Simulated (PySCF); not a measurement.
C2H6FNZn, SMILES C[N](C)[Zn][F]. Heavy atoms are numbered as in [Zn:1]([F:2])[N:3]([CH3:4])[CH3:5]. Hydrogens are named by the atom that carries them.

Coordinates come from a B3LYP-D3(BJ)/def2-SVP optimisation. The structure was generated by enumeration; whether it is a known compound was not checked. One conformer was computed; it need not be the lowest.

Computed with PySCF with HF/pcSseg-1.

GIAO shieldings, no solvent; atoms alike by connectivity are averaged. δ = σ(ref) − σ: ¹⁹F against CFCl3 (σ = 238.5 ppm); ¹⁵N against NH3 (σ = 267.3 ppm); ¹³C against TMS (σ = 192.6 ppm); ¹H against TMS (σ = 31.99 ppm), references at their B3LYP-D3(BJ)/def2-TZVP geometries, non-relativistic.

Computed chemical shifts:
```tsv
nucleus	atoms	count	δ (ppm)
¹⁹F	F2	1	-248.0
¹⁵N	N3	1	-17.1
¹³C	C4 (CH3)	2	44.0
¹H	H on C4	6	2.82
```
